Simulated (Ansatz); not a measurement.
InH, closed-shell singlet (lowest of 2S+1 = 1, 3 at CCSD(T)/def2-TZVPP on PBE0 minima; our sources give no spin for the ground state, which may be another), most abundant isotopes (1.0078 and 114.9039 u). Constants from fifth-degree fits in 1/R to seven points on the lowest solution found; no spin–orbit coupling, no relativity up to Kr; ω_e x_e and α_e move by some per cent with the fit.

Correlated levels freeze the inner cores; with def2 sets outer-core shells near the valence are correlated too. CBS(a, b) extrapolates the correlation energy as X⁻³ and adds the Hartree–Fock energy of set b.

The values were computed with Ansatz (Gaussian orbitals). Values without a source in brackets are computed. In def2 rows elements past Kr take small-core potentials, without spin–orbit coupling.

| level | r_e (Å) | ω_e (cm⁻¹) | ω_e x_e (cm⁻¹) | α_e (cm⁻¹) |
|---|---|---|---|---|
| PBE/def2-TZVPP | 1.8719 | 1392.2 | 22.2 | 0.137 |
| CCSD(T)/CBS(def2-TZVPP, def2-QZVPP) | 1.8341 | 1487.9 | 30.4 | 0.152 |

Derive the rotational constants, the centrifugal constant, the fundamental, the zero-point energy and the force constant.


μ = 0.99906 u.
- PBE/def2-TZVPP: B_e = 16.8576/(μ r_e²) = 4.8153 cm⁻¹; B₀ = B_e − α_e/2 = 4.7468 cm⁻¹; D = 4B_e³/ω_e² = 2.30e-04 cm⁻¹; fundamental ω_e − 2ω_e x_e = 1348 cm⁻¹; zero-point energy ω_e/2 − ω_e x_e/4 = 691 cm⁻¹; k = μ(2πcω_e)² = 114 N/m; the line J = 1 ← 0 at 2B₀ = 284.6 GHz
- CCSD(T)/CBS(def2-TZVPP, def2-QZVPP): B_e = 16.8576/(μ r_e²) = 5.0159 cm⁻¹; B₀ = B_e − α_e/2 = 4.9400 cm⁻¹; D = 4B_e³/ω_e² = 2.28e-04 cm⁻¹; fundamental ω_e − 2ω_e x_e = 1427 cm⁻¹; zero-point energy ω_e/2 − ω_e x_e/4 = 736 cm⁻¹; k = μ(2πcω_e)² = 130 N/m; the line J = 1 ← 0 at 2B₀ = 296.2 GHz

Ansatz is a first-principles code.
